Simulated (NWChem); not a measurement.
All runs are NWChem calculations. System: CH6AlF2N, charge 0, spin multiplicity 1, at a geometry optimised with B3LYP/def2-SVP. The structure started from a generated list of species. Level: MP2/def2-TZVP, 9 core orbitals frozen.

NWChem printed:

```
             Northwest Computational Chemistry Package (NWChem) 7.3.0
             --------------------------------------------------------

                                NWChem Input Module
                                -------------------

 Scaling coordinates for geometry "geometry" by  1.889725989
 (inverse scale =  0.529177249)

                             Geometry "geometry" -> ""
                             -------------------------

 Output coordinates in angstroms (scale by  1.889725989 to convert to a.u.)

  No.       Tag          Charge          X              Y              Z
 ---- ---------------- ---------- -------------- -------------- --------------
    1 Al                  13.0000    -0.02929400     0.11336900     0.22570300
    2 F                    9.0000     1.49740800    -0.18466100     0.88148500
    3 F                    9.0000    -1.24090400    -0.87235700     0.86615900
    4 C                    6.0000    -0.48576500     1.93734200    -0.29942700
    5 H                    1.0000    -0.68382800     2.56371400     0.58774100
    6 H                    1.0000    -1.39566700     1.98126200    -0.92397400
    7 H                    1.0000     0.32770200     2.43209200    -0.85893000
    8 N                    7.0000     0.25660100    -0.98868700    -1.48333100
    9 H                    1.0000    -0.40073900    -1.77338600    -1.46370300
   10 H                    1.0000     1.20463200    -1.37411200    -1.45442500
   11 H                    1.0000     0.13857100    -0.49343800    -2.36976300

 Effective nuclear repulsion energy (a.u.)     243.2301989211

            Nuclear Dipole moment (a.u.)
            ----------------------------
        X                 Y               Z
 ---------------- ---------------- ----------------
     0.0000037795     0.0000188973     0.0000037795


 Summary of "ao basis" -> "" (spherical)
 ------------------------------------------------------------------------------
       Tag                 Description            Shells   Functions and Types
 ---------------- ------------------------------  ------  ---------------------
 *                         def2-tzvp                  on all atoms

 Summary of "ao basis" -> "ao basis" (spherical)
 ------------------------------------------------------------------------------
       Tag                 Description            Shells   Functions and Types
 ---------------- ------------------------------  ------  ---------------------
[...]
     2   2 0 0    -30.646845      0.000000    143.129539
     2   1 1 0     -1.336388      0.000000    -17.662349
     2   1 0 1     -1.396525      0.000000     -1.996953
     2   0 2 0    -25.775033      0.000000    208.460813
     2   0 1 1      5.344302      0.000000      7.868150
     2   0 0 2    -21.823976      0.000000    150.548170

                   NWChem MP2 Semi-direct Energy/Gradient Module
                   ---------------------------------------------

  Basis functions       =    197
  Molecular orbitals    =    197
  Frozen core           =      9
  Frozen virtuals       =      0
  Active alpha occupied =     16
  Active beta occupied  =     16
  Active alpha virtual  =    172
  Active beta virtual   =    172
  Use MO symmetry       = F
  Use skeleton AO sym   = F

  AO/Fock/Back tols     =   1.0D-09  1.0D-09  1.0D-09

 GA uses MA = F    GA memory limited = T

 Available:
  local mem=  1.15D+08
 global mem=  1.31D+08
 local disk=  0.00D+00
  mp2_memr nvloc                   172
  nvloc new                   172
   1 passes of  16:        5242880                     216715                 170219725.
   1 passes of  16: M    114678504           G      130994382           F     109435624.
  mp2_memr nvloc                   172
  nvloc new                   172
   2 passes of   8:        5242880                     147942                  85143021.
   2 passes of   8: M    114678504           G      130994382           F     109435624.

 Semi-direct pass number   1 of   2  for RHF alpha+beta  at      117.1s
  vrange nnbf                 18185
  mp2_eaftype                   324  avail_ma_in_mb                   999
 EAF : mp2_eaftype filesize         324   42571510.
  mp2_eaf for mointskh                    324
Node 0 wrote    200.2 Mb in      0.1 s     Agg I/O rate:  2027.3 Mb/s
 Done moints_semi at      147.9s
  mp2_eaftype                   324  avail_ma_in_mb                   675
 EAF : mp2_eaftype filesize         324   42571510.
  mp2_eaf for kh                   324
 Done maket at      148.9s
 Semi-direct pass number   2 of   2  for RHF alpha+beta  at      148.9s
  vrange nnbf                 18185
  mp2_eaftype                   324  avail_ma_in_mb                   675
 EAF : mp2_eaftype filesize         324   42571510.
  mp2_eaf for mointskh                    324
Node 0 wrote    200.2 Mb in      0.1 s     Agg I/O rate:  1685.4 Mb/s
 Done moints_semi at      178.9s
  mp2_eaftype                   324  avail_ma_in_mb                   675
 EAF : mp2_eaftype filesize         324   42571510.
  mp2_eaf for kh                   324
 Done maket at      180.0s
 Done multipass loop at      180.0s

          -------------------------------------------
          SCF energy                -536.961439424712
          Correlation energy          -0.979070863000
          Singlet pairs               -0.618271003414
          Triplet pairs               -0.360799859587
          Total MP2 energy          -537.940510287712
          -------------------------------------------

          ---------------------------------------------------
                    Spin Component Scaled (SCS) MP2
          Same spin pairs                     -0.240533239724
          Same spin scaling factor             0.333333333333
          Opposite spin pairs                 -0.738537623276
          Opposite spin scaling fact.          1.200000000000
          SCS-MP2 correlation energy          -0.966422894506
          Total SCS-MP2 energy              -537.927862319218
          ---------------------------------------------------

 -----------------------
 Performance information
 -----------------------

 Timer overhead =  2.16D-07 seconds/call

               Nr. of calls         CPU time (s)                 Wall time (s)                GFlops
             ---------------    -------------------     ------------------------------   -------------------
Name         Min   Avg   Max    Min     Avg     Max     Min     Avg     Max   Mx/calls   Min     Max     Sum
mp2: moin     2     2     2    61.     61.     61.      61.     61.     61.     30.      0.0     0.0     0.0
mp2: make     2     2     2    2.1     2.1     2.1      2.1     2.1     2.1     1.0      0.0     0.0     0.0
mp2: tota     1     1     1    63.     63.     63.      63.     63.     63.     63.      0.0     0.0     0.0

 The average no. of pstat calls per process was 5.00D+00
 with a timing overhead of 1.08D-06s

 Task  times  cpu:      179.9s     wall:      179.9s

 Total times  cpu:      180.0s     wall:      180.0s
```

### Question
Write an NWChem input that would produce this output.

### Answer
Several could match; the one computed here: 
```
start mol
memory heap 200 mb stack 800 mb global 1000 mb
geometry units angstroms nocenter noautoz noautosym
  Al    -0.029294     0.113369     0.225703
  F      1.497408    -0.184661     0.881485
  F     -1.240904    -0.872357     0.866159
  C     -0.485765     1.937342    -0.299427
  H     -0.683828     2.563714     0.587741
  H     -1.395667     1.981262    -0.923974
  H      0.327702     2.432092    -0.858930
  N      0.256601    -0.988687    -1.483331
  H     -0.400739    -1.773386    -1.463703
  H      1.204632    -1.374112    -1.454425
  H      0.138571    -0.493438    -2.369763
end
basis spherical
  * library def2-tzvp
end
scf
  rhf
  nopen 0
  maxiter 100
  thresh 1e-7
  semidirect memsize 60000000 filesize 0
end
mp2
  freeze core 9
end
task mp2 energy
```
